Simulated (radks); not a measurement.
Values are calculated unless marked as measured or tabulated.
Valence configurations of neutral terbium (all share [Xe]). Level of theory: Dirac Kohn-Sham, PBEsol, spin-unpolarised, spherical densities, point nucleus; open shells fill j = l - 1/2 first (a radial shooting solver on a logarithmic mesh with Libxc functionals). Energies are relative to 4f9 6s2; eigenvalues in eV.

valence	E (eV)	e(4f5/2)	e(4f7/2)	e(5d3/2)	e(6p1/2)	e(6s1/2)
4f9 6s2	0.000	-3.369	-2.588	-	-	-3.722
4f9 5d2	4.862	-2.089	-1.310	-0.876	-	-
4f8.5 6s2 6p0.5	1.536	-7.624	-6.810	-	-1.844	-4.593
4f8.5 5d0.5 6s2	1.118	-6.177	-5.365	-2.006	-	-3.986
4f11	7.209	-1.049	-0.351	-	-	-
4f9 6s1.5 6p0.5	1.220	-3.996	-3.214	-	-1.607	-4.073
4f9 6s1 6p1	2.466	-4.596	-3.813	-	-1.873	-4.390
4f9 5d1 6s1	2.384	-2.459	-1.679	-0.979	-	-3.430
4f8 6s2 6p1	5.048	-12.332	-11.488	-	-2.335	-5.424
4f8 5d1 6s2	3.398	-9.192	-8.350	-2.555	-	-4.186

NIST lists [Xe] 4f9 6s2 as the ground configuration; this level of theory agrees among the configurations tried. The energies are those of spherical spin-averaged densities, not of single terms.
